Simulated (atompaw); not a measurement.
# An all-electron radial function and its pseudo partner (O)

Columns: radius, all-electron u(r) and pseudo u(r) of the 2s shell (level -27.30 eV) of oxygen in the configuration [He] 2s2 2p3.75; LDA (PW92), non-relativistic, PAW (atompaw) scheme, atompaw 4.2.0.5.

```tsv
r (bohr)	all-electron	pseudo
0.058	0.3636	-0.0866
0.115	0.4221	-0.1720
0.173	0.3252	-0.2591
0.231	0.1553	-0.3462
0.288	-0.0353	-0.4313
0.346	-0.2266	-0.5166
0.404	-0.4008	-0.5992
0.462	-0.5512	-0.6774
0.519	-0.6737	-0.7483
0.577	-0.7729	-0.8124
0.635	-0.8484	-0.8666
0.692	-0.9017	-0.9088
0.750	-0.9375	-0.9396
0.808	-0.9575	-0.9578
0.865	-0.9642	-0.9642
0.923	-0.9603	-0.9603
0.981	-0.9476	-0.9476
1.038	-0.9283	-0.9283
1.096	-0.9034	-0.9034
1.154	-0.8744	-0.8744
1.212	-0.8424	-0.8424
1.269	-0.8090	-0.8090
1.327	-0.7737	-0.7737
1.385	-0.7378	-0.7378
1.442	-0.7023	-0.7023
1.500	-0.6664	-0.6664
```

(1) How many radial nodes do the two functions have?

(2) At about which radius was the pseudo-wave matched?

(3) Where does each function peak?

(4) Is the pseudo-wave norm-conserving?

Answers

(1) The all-electron 2s function has n − l − 1 = 1; the pseudo-wave has 0, since the states of the same l below it are removed with the core.

(2) 0.94 bohr. The columns agree to 0.0005 from 0.81 bohr on; several derivatives are matched, so the curves merge somewhat inside the radius.

(3) Outermost all-electron maximum near 0.86 bohr, pseudo maximum near 0.86 bohr (to the table’s step).

(4) No, it belongs to a PAW set: the norm inside the radius is not constrained, and the difference is carried by the augmentation charge.
